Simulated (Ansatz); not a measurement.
System: CH6BN, charge 0, singlet. CH6BN (SMILES BNC).
B3LYP-D3(BJ)/def2-TZVP minimum from Ansatz (a first-principles code):
```xyz
9

B     -0.1815     0.1664     1.3592
H     -1.0536     0.5255     2.0899
H      0.8879    -0.1748     1.7668
N     -0.4187     0.1453    -0.0052
C      0.5083    -0.2567    -1.0503
H     -1.3215     0.4331    -0.3528
H      0.7023     0.5626    -1.7477
H      0.1218    -1.1054    -1.6210
H      1.4515    -0.5502    -0.5932
```
Charge 0, spin multiplicity 1.

Property: atomisation energy (electronic, to ground-state atoms), in kJ/mol. Open shells are spin-unrestricted; no spin-orbit coupling. CBS(X,Y): correlation extrapolated as X^-3, Hartree-Fock from the larger set. A bracket is a step between two methods taken in the basis named. Functionals run without relativity, which enters their misses. Double hybrids freeze cores in their MP2 part. 'core' is core correlation in cc-pwCVTZ, 'X2C' scalar relativity in cc-pVTZ-DK, both at CCSD(T). For partners of very few electrons the exact lower level stands in for a higher one.

CCSD(T)/CBS(cc-pVTZ,cc-pVQZ) + [CCSDT(Q) - CCSD(T)]/cc-pVDZ + core + X2C (Ansatz) gives 3304.7 kJ/mol.

Question: How far off this value is PBE/def2-TZVPD (Ansatz), in which direction, and which of these levels come nearer: r2SCAN/def2-TZVPD, B3LYP/def2-TZVPD, PBE0/def2-TZVPD, wB97M-V/def2-TZVPD, B2PLYP/def2-TZVPD, CCSD(T)/CBS(cc-pVTZ,cc-pVQZ) + core + X2C?

Answer: PBE gives 3346.5 kJ/mol, 41.8 kJ/mol above it. Differences of the others: r2SCAN/def2-TZVPD (Ansatz) -6.9; B3LYP/def2-TZVPD (Ansatz) 5.4; PBE0/def2-TZVPD (Ansatz) -2.5; wB97M-V/def2-TZVPD (Ansatz) 11.1; B2PLYP/def2-TZVPD (Ansatz) -30.3; CCSD(T)/CBS(cc-pVTZ,cc-pVQZ) + core + X2C (Ansatz) -1.9 kJ/mol. Nearer than PBE: r2SCAN/def2-TZVPD, B3LYP/def2-TZVPD, PBE0/def2-TZVPD, wB97M-V/def2-TZVPD, B2PLYP/def2-TZVPD, CCSD(T)/CBS(cc-pVTZ,cc-pVQZ) + core + X2C.
